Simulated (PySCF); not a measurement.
## Relaxation of doublet [AsF3]+

Computed with PySCF, UPBE0, basis As def2-TZVP, F def2-TZVP (no relativity, density fitting). A (50,194) grid was used.

A start displaced from a saddle point along its imaginary mode, of C3v symmetry, held to at least that symmetry:

Coordinates in bohr (charge 1 multiplicity 2):
```
As    0.0000    0.0000    0.1725
F     3.2063    0.0000   -0.2268
F    -1.6031    2.7767   -0.2268
F    -1.6031   -2.7767   -0.2268
```

At each step, columns x, y, z (Å) and Fx, Fy, Fz (eV/Å):

```
step 0  E − E(last) = 87.70 kJ/mol
As   0.000   0.000   0.091   0.016   0.000   2.393
F    1.697   0.000  -0.120  -1.149   0.000  -0.789
F   -0.848   1.469  -0.120   0.566  -0.993  -0.802
F   -0.848  -1.469  -0.120   0.566   0.993  -0.802
step 1  E − E(last) = 31.92 kJ/mol
As   0.000   0.000   0.303  -0.010   0.000  -0.416
F    1.648   0.000  -0.191  -2.005   0.000   0.129
F   -0.824   1.427  -0.191   1.007  -1.741   0.143
F   -0.824  -1.427  -0.191   1.007   1.741   0.143
step 2  E − E(last) = 0.01 kJ/mol
As   0.000   0.000   0.403  -0.028   0.000  -0.011
F    1.532   0.000  -0.224   0.035   0.000   0.018
F   -0.766   1.327  -0.224  -0.004   0.027  -0.004
F   -0.766  -1.327  -0.224  -0.004  -0.027  -0.004
step 3  E − E(last) = 0.00 kJ/mol
As   0.000   0.000   0.400  -0.029   0.000   0.010
F    1.534   0.000  -0.223   0.008   0.000   0.011
F   -0.767   1.328  -0.223   0.010   0.004  -0.011
F   -0.767  -1.328  -0.223   0.010  -0.004  -0.011
step 4  E − E(last) = 0.00 kJ/mol
As   0.000   0.000   0.400  -0.029   0.000  -0.007
F    1.534   0.000  -0.223   0.003   0.000   0.016
F   -0.767   1.328  -0.223   0.013  -0.001  -0.005
F   -0.767  -1.328  -0.223   0.013   0.001  -0.005
```

It ends at C3v with As–F 1.655 Å (×3); F–As–F 106.8° (×3) (after a last refinement on a finer grid). A frequency run shows a minimum. Other isomers or separated fragments may lie lower.
